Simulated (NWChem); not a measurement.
BAsH₃F; SMILES FB[AsH2]

```xyz
6

B     -0.5762     1.1728    -0.0019
As     0.0507    -0.7564    -0.0501
H     -0.9545    -1.2210     0.9896
H      1.1976    -0.5742     0.9296
F      0.3016     2.1585    -0.0222
H     -1.7507     1.4650    -0.0566
```
Atoms are numbered in this order, from 1.

Structure relaxed at the PBE0/def2-SVP level.

Question: List the 6 lowest vertical singlet excitations from PBE/def2-SVP, TDA (NWChem).

Answer: 
| state | energy (eV) | oscillator strength | leading excitation (squared amplitude) |
|---|---|---|---|
| S1 | 4.75 | 0.051 | HOMO → LUMO (0.93) |
| S2 | 5.93 | 0.054 | HOMO−1 → LUMO (0.92) |
| S3 | 6.40 | 0.016 | HOMO → LUMO+1 (0.95) |
| S4 | 7.11 | 0.033 | HOMO → LUMO+2 (0.90) |
| S5 | 7.15 | 0.007 | HOMO−2 → LUMO (0.89) |
| S6 | 8.05 | 0.054 | HOMO−1 → LUMO+1 (0.70) |
